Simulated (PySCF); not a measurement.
## A series of derivatives of C#C[SiH](F)C#CC

Parent skeleton `[CH:1]#[C:2][SiH:3]([F:4])[C:5]#[C:6][CH3:7]`; one hydrogen on atom 3 is replaced by X. Hydrogens on one atom are averaged.

PySCF 2.14.0 with density-fitted response routines calculation with shieldings: GIAO PBE0/pcSseg-1 and geometry: GFN2-xTB; fast rotation and ring inversion assumed for equivalent nuclei, in vacuum, no relativistic terms, one computed conformer.

Referencing at the same level of theory: TMS for $^{13}$C (σ = 186.93 ppm) and $^{29}$Si (σ = 349.16 ppm) and $^{1}$H (σ = 31.72 ppm); CFCl3 for $^{19}$F (σ = 170.95 ppm).

(1) Order these by the shift of H(C1), most shielded first.
A. X = NMe2
B. X = cPr
C. X = SSiH3

(2) Order these by the shift of C1, most shielded first.
A. X = CHCl2
B. X = NMe2
C. X = SSiH3
D. X = Cl

## Answers

(1) A (1.76 ppm), B (1.90 ppm), C (2.04 ppm).

(2) B (98.7 ppm), D (100.5 ppm), C (102.1 ppm), A (103.7 ppm).

Unscaled 19F shifts against computed CFCl3 carry errors that often reach 10 to 50 ppm.
